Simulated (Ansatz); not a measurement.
Ansatz (a first-principles code) input:

Ansatz 0.2 input:
```yaml
crystal:
  periodic: [false, false, false]
  atoms:
    - {symbol: V, position_ang: [0.06909198, 0.16973552, 0.13936616]}
    - {symbol: O, position_ang: [1.39307476, -0.53930008, -0.78789033]}
    - {symbol: O, position_ang: [-0.58678854, -0.86163692, 1.17060125]}
    - {symbol: O, position_ang: [-1.00492566, 0.91294738, -0.78338862]}
basis:
  gaussian:
    orbitals: def2-SVPD
total_charge: -1
magnetization: {spin_polarized: false}
correlation: {method: ccsd_t, electrons: outside_noble_gas}
```

Question: Which total energy does the run end on?

Answer: -1168.03541 Eh (CCSD(T)/def2-SVPD). The basis has 103 functions.

This state (charge -1, singlet) is run at the relaxed geometry of the species with charge 0 and multiplicity 2.
